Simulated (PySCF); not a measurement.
Molecule: SMILES C[Si](Cl)(Cl)[Si](Cl)(Cl)Cl, CH3Cl5Si2.

Molfile (atoms numbered from 1):
```
CH3Cl5Si2
     RDKit          3D

 11 10  0  0  0  0  0  0  0  0999 V2000
   -2.0196   -0.2123    0.1309 C   0  0  0  0  0  0  0  0  0  0  0  0
   -0.7499    1.1317   -0.0049 Si  0  0  0  0  0  4  0  0  0  0  0  0
   -1.0442    2.2132   -1.7358 Cl  0  0  0  0  0  0  0  0  0  0  0  0
   -0.8599    2.4072    1.6131 Cl  0  0  0  0  0  0  0  0  0  0  0  0
    1.4096    0.2726   -0.0948 Si  0  0  0  0  0  4  0  0  0  0  0  0
    1.8319   -0.6789    1.6783 Cl  0  0  0  0  0  0  0  0  0  0  0  0
    1.4635   -1.1291   -1.6007 Cl  0  0  0  0  0  0  0  0  0  0  0  0
    2.8275    1.7049   -0.4583 Cl  0  0  0  0  0  0  0  0  0  0  0  0
   -1.8508   -0.7988    1.0467 H   0  0  0  0  0  0  0  0  0  0  0  0
   -3.0305    0.2208    0.1637 H   0  0  0  0  0  0  0  0  0  0  0  0
   -1.9431   -0.8801   -0.7406 H   0  0  0  0  0  0  0  0  0  0  0  0
  1  2  1  0
  2  3  1  0
  2  4  1  0
  2  5  1  0
  5  6  1  0
  5  7  1  0
  5  8  1  0
  1  9  1  0
  1 10  1  0
  1 11  1  0
M  END
```

Geometry PBE0-D3(BJ)/def2-SVP throughout; GIAO in PySCF 2.14.0 with density-fitted response routines, gas phase, one conformer, non-relativistic; equivalent atoms averaged; basis pcSseg-1.

Problem. How do the shifts δ (against TMS, HCl at the same level) depend on the functional? (ppm; last column core-seconds on shared hosts with different chips, so compare them loosely)

Solution. 
```
functional                    kind   C1   Si2   Si5  Cl6/Cl7/Cl8  Cl3/Cl4  H9/H10/H11  core-s
        HF            Hartree–Fock  3.8  27.0  22.1         65.1      6.8        0.81      20
      BLYP                     GGA  7.7  37.2  31.4        162.5     84.2        0.81      32
       KT2                     GGA  8.1  34.3  27.4        172.0     95.0        0.86      26
     B3LYP           global hybrid  6.7  36.7  31.9        141.0     67.3        0.81      32
      PBE0           global hybrid  6.5  35.3  30.1        140.7     68.6        0.84      25
  mPW1PW91           global hybrid  6.5  35.4  30.4        137.1     64.8        0.85      33
 CAM-B3LYP  range-separated hybrid  6.0  37.7  34.1        131.3     60.4        0.79      48
   wB97X-D  range-separated hybrid  6.2  36.7  33.0        130.2     59.3        0.82      46
   LC-wPBE  range-separated hybrid  5.2  36.4  33.5        112.4     45.5        0.80      52
```

Problem. Which nucleus moves most, in ppm?

Solution. Cl6/Cl7/Cl8 (chlorine bonded to Si): from 65.1 ppm with HF to 172.0 ppm with KT2. The smallest spread is 0.06 ppm, at H9/H10/H11. Proton shifts span only some 12 ppm, so a few tenths of a ppm matter as much there as several ppm in carbon.
